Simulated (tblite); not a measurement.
Isomers of C6H9P. All values are computed: GFN2-xTB (tblite) harmonic vibrations without scaling, gas phase. Against measured fundamentals such values can be off by several per cent, at times by over 20. Modes of hydrogen on phosphorus can be 10 to 20 % off. One conformer each.

Electronic energies: GFN2-xTB at the same geometries; isomer energies are rough at this level and their order can be wrong.

```json
{"SMILES": "C=C[C@@H]1P[C@H]1C=C", "electronic energy, lowest = 0 (kcal/mol)": "32.2"}
{"SMILES": "CP1C=CCC=C1", "electronic energy, lowest = 0 (kcal/mol)": "10.7"}
{"SMILES": "C=CP(C)C#CC", "electronic energy, lowest = 0 (kcal/mol)": "43.4"}
{"SMILES": "Cc1cc[pH]c1C", "electronic energy, lowest = 0 (kcal/mol)": "0.0"}
```

Q: How do GFN2-xTB zero-point energies change the relative energies?

A: 
```csv
SMILES,ZPE (kcal/mol),of it from modes above 1550 cm⁻¹,electronic (kcal/mol),"with ZPE, lowest = 0 (kcal/mol)",lowest mode (cm⁻¹),rings
Cc1cc[pH]c1C,79.8,40.2,0.0,0.0,19i,1
CP1C=CCC=C1,80.8,43.5,10.7,11.8,71,1
C=C[C@@H]1P[C@H]1C=C,79.1,43.2,32.2,31.5,64,1
C=CP(C)C#CC,78.5,44.6,43.4,42.1,18i,0
```

The zero-point energies span 2.3 kcal/mol, from `C=CP(C)C#CC` to `CP1C=CCC=C1`. Slightly imaginary modes are left out of the zero-point energy: `Cc1cc[pH]c1C` 18.9i cm⁻¹ and `C=CP(C)C#CC` 17.7i cm⁻¹. The order is unchanged.
